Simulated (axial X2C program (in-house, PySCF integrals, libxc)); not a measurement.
## Spin–orbit effects along a row: molecules with Cl, PBE0

Computed with an in-house relativistic program for diatomic molecules, spin-free (one-electron X2C) or two-component (2c: spin–orbit coupling with atomic mean-field Coulomb and Gaunt terms, which also bring small scalar terms), in Dyall basis sets with cores contracted in-house; open shells are unrestricted.

Basis sets: Cl dyall-av3z, Cl dyall-v3z, I dyall-cv3z, In dyall-cv3z, Nb dyall-cv3z, Sb dyall-cv3z, Sn dyall-cv3z, Sr dyall-v3z, Te dyall-cv3z, Y dyall-cv3z, Zr dyall-cv3z.

```
molecule   spin-free state  Re (Å)  ωe (cm⁻¹)  De (eV)  2c state  Re 2c (Å)  ωe 2c (cm⁻¹)  De 2c (eV)
    SrCl  M_S = 1/2, Λ = 0   2.567      303.5     4.36   Ω = 1/2      2.567         303.5        4.35
     YCl    M_S = 0, Λ = 0   2.378      381.5     5.23     Ω = 0      2.377         381.6         n/a
    ZrCl  M_S = 3/2, Λ = 0   2.328      388.2     5.01   Ω = 3/2      2.328         388.1         n/a
    NbCl    M_S = 2, Λ = 1   2.289      393.9     4.39     Ω = 1      2.289         393.8         n/a
    InCl    M_S = 0, Λ = 0   2.418      309.8     4.56     Ω = 0      2.418         309.8         n/a
    SnCl  M_S = 1/2, Λ = 1   2.373      346.7     3.91   Ω = 1/2      2.377         344.2         n/a
    SbCl    M_S = 1, Λ = 0   2.344      372.0     3.19     Ω = 1      2.346         370.1        3.13
    TeCl  M_S = 1/2, Λ = 1   2.317      393.9     2.76   Ω = 3/2      2.328         382.6        2.77
     ICl    M_S = 0, Λ = 0   2.317      400.8     2.40     Ω = 0      2.328         388.8        2.19
```

Work out the shifts from the spin-free to the two-component result.



| molecule | 2c state | ΔRe (Å) | Δωe (cm⁻¹) | ΔDe (eV) |
| --- | --- | --- | --- | --- |
| SrCl | Ω = 1/2 | 0.000 | 0.0 | -0.01 |
| YCl | Ω = 0 | -0.001 | 0.1 | n/a |
| ZrCl | Ω = 3/2 | 0.000 | -0.1 | n/a |
| NbCl | Ω = 1 | 0.000 | -0.1 | n/a |
| InCl | Ω = 0 | 0.000 | 0.0 | n/a |
| SnCl | Ω = 1/2 | 0.004 | -2.5 | n/a |
| SbCl | Ω = 1 | 0.002 | -1.9 | -0.06 |
| TeCl | Ω = 3/2 | 0.011 | -11.3 | 0.01 |
| ICl | Ω = 0 | 0.011 | -12.0 | -0.21 |

Shifts of one unit in the last digit are rounding.

Each entry is the lowest single determinant of a limited PBE0 search at one distance. De goes to single-determinant-based atoms at the same level (for ions the charge split of lowest energy) and is withheld (n/a) where an atom does not fit its ground term or J level. Main or longest-lived isotopes. One determinant is a doubtful description, or other states lie close, for ZrCl, NbCl, SbCl; these need not be ground states, and all values refer to the states named. Some open-shell Ω = 0 determinants are out of reach, so the Ω given for NbCl, SbCl need not be the lowest component. With several unpaired electrons the Ω given is that of one determinant, not necessarily of the lowest component. Some light 2c atoms are not at their ground J level, so De misses part of their lowering (0.04 eV or less). The functionals have no current term, which raises determinants with orbital currents.
